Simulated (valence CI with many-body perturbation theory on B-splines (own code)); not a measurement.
**Ce⁵²⁺ in three bases**

Computed by configuration interaction combined with many-body perturbation theory (CI+MBPT): four valence electrons over a frozen Dirac-Fock core [He], a basis of 9 s, 9 p, 8 d, 6 f, 3 g, 1 h functions for each j, with the one-electron correlation potential Σ1 (screened to all orders), the two-electron term Σ2, the three-electron term Σ3, Breit, model QED; selected single and double excitations, second order for the rest, scaled by the run's own slope (own B-spline code, finite nucleus).

The last digits are not significant, and no measured levels were compared; by estimate large intervals hold to a few tenths of a per cent, small ones and those within an open d or f shell to about a per cent.

The reference run has the lowest level (2s^2 2p1/2^2) J=0 and an ionisation energy of 10543.8 eV. Its largest variational space holds 19998 state functions.

Levels are named by their leading jj configuration (3d3/2^4 stands for four electrons in 3d with j = 3/2), which in mixed levels can hold well under half, so a name can repeat and another be missing. Letters in brackets count levels of one name in rising energy.

Changed runs:
A. basis 6 s, 6 p, 5 d, 3 f, 1 g
B. basis 5 s, 5 p, 4 d, 2 f

Excitation energies of the reference run in cm⁻¹, and shifts in cm⁻¹:

```tsv
Level	Reference	A	B
(2s^2 2p1/2 2p3/2) J=1	3719350	-12	-200
(2s^2 2p1/2 2p3/2) J=2	3852360	+119	+151
(2s 2p1/2^2 2p3/2) J=2	5386320	-70	-298
(2s 2p1/2^2 2p3/2) J=1	5916750	+54	+200
(2s^2 2p3/2^2) J=2	7686150	+73	-45
(2s^2 2p3/2^2) J=0	8046470	+83	+206
(2s 2p1/2 2p3/2^2) J=2 [a]	8951160	-131	-589
(2s 2p1/2 2p3/2^2) J=3	9253130	+96	-5.8
(2s 2p1/2 2p3/2^2) J=0	9588100	-28	-21
(2s 2p1/2 2p3/2^2) J=1 [a]	9721100	+53	+48
(2s 2p1/2 2p3/2^2) J=2 [b]	9803640	+178	+390
(2s 2p1/2 2p3/2^2) J=1 [b]	9830160	+89	+246
Ionisation energy (eV)	10543.8	-0.0063	-0.085
```
